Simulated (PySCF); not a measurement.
# Spin states of ZnC

Unrestricted PBE0; basis Zn x2c-SVPall, C x2c-SVPall; spin-free X2C with a Gaussian nucleus; PySCF 2.14. Outer shells of the fragments: Zn 3d10 4s2; C 2s2 2p2.

Followed along the bond (rough minima from three points):

```json
{"2Ms+1": "3", "unpaired": "π ↑↑", "⟨S²⟩ at the start": "2.26", "R at minimum (Å)": "1.99", "Te (eV)": "0.00"}
{"2Ms+1": "1", "unpaired": "π ↑↓", "⟨S²⟩ at the start": "1.00", "R at minimum (Å)": "1.99", "Te (eV)": "0.51"}
{"2Ms+1": "3", "unpaired": "σ ↑, π ↑", "⟨S²⟩ at the start": "2.01", "R at minimum (Å)": "none in the scan", "Te (eV)": "≤ 1.04"}
{"2Ms+1": "1", "unpaired": "σ ↓, π ↑", "⟨S²⟩ at the start": "1.01", "R at minimum (Å)": "none in the scan", "Te (eV)": "≤ 1.27"}
```

Solutions found at the starting distance of 1.900 Å, counted from the lowest of them; the search is not exhaustive and high or unbound solutions are not listed, so other states can lie among these:

```
2Ms+1    unpaired   term  E (eV)  ⟨S²⟩  ⟨Lz²⟩  μ (D)
    3        π ↑↑    ³Σ⁻    0.00  2.26   0.00  -2.83
    1        π ↑↓  mixed    0.51  1.00   2.01  -3.16
    3    σ ↑, π ↑     ³Π    1.33  2.01   1.00  -0.70
    1    σ ↓, π ↑  mixed    1.50  1.01   1.00  -0.86
    1        none  mixed    1.80  0.00   2.00  -3.22
    3  σ ↑↑, π ↑↓  mixed    2.13  3.01   2.01  -1.96
```

A term symbol is given only where ⟨S²⟩ and ⟨Lz²⟩ are close to those of a pure state; real π, δ and φ orbitals otherwise mix terms. A positive dipole means Zn(−)C(+).
